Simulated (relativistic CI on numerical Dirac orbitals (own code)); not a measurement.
Calculated at this level of theory: Dirac-Coulomb-Breit CI, separate exchange-only KLI orbitals for each configuration, QED by a radiative potential, valence Slater integrals scaled by 0.85, P86 correlation energy added to each configuration (own radial code, finite nucleus).

CI space (outside the closed core [Ar] 3d10): 4s²4p², 4s²4p5s, 4s4p³, 4s²4p5p, 4s²4p4d, 4s²4p6s, 4s²4p6p, 4s²4p5d, 4s²4p4f, 4s²4p7s, 4s²4p7p, 4s²4p6d, 4s²4p5f, 4s²4p5g, 4s²4d², 4s²4p7d, 4p⁴. Levels of other configurations are missing.

Correlation outside the listed configurations is missing or only estimated: errors of thousands of cm⁻¹ between configurations and terms are usual at this charge. Rates and lifetimes follow the computed energies and can be off by large factors. The fine structure of a lone outer electron comes out too small, for d and f at times inverted, and misplaced configurations move strength between like terms. 27 of the 31 excited levels that our extract of the measured tables holds in this range could be paired (the sources list more); they are missed by 1998 cm⁻¹ on average and 4692 at most, and levels without a partner can miss by more.

Outline of the computed level scheme of Ge I. Lowest level of each configuration: 4s²4p² ³P0 at 0.0000 eV; 4s4p³ ⁵S°2 at 4.6165 eV; 4s²4p5s ³P°0 at 4.9420 eV; 4s²4p5p ³D1 at 5.9785 eV; 4s²4p4d ³D°1 at 6.2561 eV; 4s²4p6s ³P°0 at 6.7814 eV; 4s²4p5d ³D°2 at 7.1227 eV; 4s²4p6p ³D1 at 7.1415 eV.

Some strong electric-dipole decays among the lowest 45 levels: 4s²4p4d ¹F°3 → 4s²4p² ¹D2 (2.8e+08 s⁻¹); 4s²4p5s ¹P°1 → 4s²4p² ¹D2 (2.7e+08 s⁻¹); 4s²4p5s ³P°0 → 4s²4p² ³P1 (2.7e+08 s⁻¹); 4s²4p5s ³P°2 → 4s²4p² ³P2 (2.1e+08 s⁻¹); 4s²4p4d ³D°3 → 4s²4p² ³P2 (1.5e+08 s⁻¹); 4s²4p4d ³D°2 → 4s²4p² ³P1 (1.3e+08 s⁻¹); 4s²4p5s ³P°1 → 4s²4p² ³P2 (1.1e+08 s⁻¹); 4s²4p4d ³D°1 → 4s²4p² ³P0 (1.1e+08 s⁻¹).

Rates of lines that live on the mixing of spin multiplicities can be off by large factors.

LS names give the leading component of a level, which can be under half, so a name can repeat, a term be missing and a line seem to break the LS rules.
